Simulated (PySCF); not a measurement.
Mayer bond orders and bond lengths

Species: C7H6S.
SMILES with atom numbers: `[SH:1][CH:2]1[c:3]2[cH:4][cH:5][cH:6][cH:7][c:8]21` (hydrogens: H9 on S1; H10 on C2; H11 on C4; H12 on C5; H13 on C6; H14 on C7)

Cartesian coordinates in Å at the GFN2-xTB level; atoms count from 1:
```
atom  x, y, z in Å
S1     3.1358    0.6190    0.4728
C2     1.8644   -0.5100   -0.1718
C3     0.6006    0.0026   -0.7474
C4    -0.4652    0.5724   -1.3687
C5    -1.6637    0.4076   -0.6504
C6    -1.7249   -0.2308    0.5779
C7    -0.5933   -0.7698    1.2172
C8     0.5403   -0.6331    0.4801
H9     2.2912    1.5624    0.8857
H10    2.3614   -1.3754   -0.5942
H11   -0.4333    1.0973   -2.3111
H12   -2.5753    0.8050   -1.0722
H13   -2.6821   -0.3096    1.0724
H14   -0.6566   -1.2380    2.1876
```

Bond orders from the PBE0/pcSseg-1 density (PySCF). The structure is a single GFN2-xTB conformer in the gas phase; no vibrational or solvent corrections.

Problem. How far do the computed orders between heavy atoms stray from the drawn ones?

Solution. The largest departure is 0.368, at C8–C3 (drawn aromatic, 1.132), counting aromatic bonds as 1.5. The bonds drawn aromatic range from 1.13 to 1.50.

Problem. Set the Mayer orders of the bonds beside their lengths.

Solution. 
| bond | drawn as | length (Å) | Mayer order |
| --- | --- | --- | --- |
| S1–C2 | single | 1.818 | 1.016 |
| C2–C3 | single | 1.480 | 0.917 |
| C3–C4 | aromatic | 1.359 | 1.468 |
| C4–C5 | aromatic | 1.407 | 1.382 |
| C5–C6 | aromatic | 1.386 | 1.499 |
| C6–C7 | aromatic | 1.407 | 1.382 |
| C7–C8 | aromatic | 1.359 | 1.468 |
| C8–C2 | single | 1.481 | 0.914 |
| C8–C3 | aromatic | 1.384 | 1.132 |
| S1–H9 | single | 1.332 | 0.932 |
| C2–H10 | single | 1.084 | 0.905 |
| C4–H11 | single | 1.079 | 0.971 |
| C5–H12 | single | 1.080 | 0.966 |
| C6–H13 | single | 1.080 | 0.966 |
| C7–H14 | single | 1.079 | 0.970 |

By pair of heavy elements: C–C: lowest C8–C2 and C2–C3 (0.914, 1.481 Å), highest C5–C6 (1.499, 1.386 Å); in 4 of the 28 pairs the longer bond (by over 0.003 Å) has the higher order (by 0.02 or more). Bonds named together lie within 0.004.

Problem. Sum the orders of all bonds at each heavy atom with more than one neighbour and set the sums beside the valence in the SMILES.

Solution. S1 1.948 (drawn 2), C2 3.752 (drawn 4), C3 3.517 (drawn 4), C4 3.821 (drawn 4), C5 3.847 (drawn 4), C6 3.847 (drawn 4), C7 3.820 (drawn 4), C8 3.514 (drawn 4). Orders between atoms that aren't bonded are not in these sums.

For a closed shell the Mayer order of atoms A and B is Σ (PS)μν (PS)νμ over the basis functions μ on A and ν on B, with P the density and S the overlap matrix.
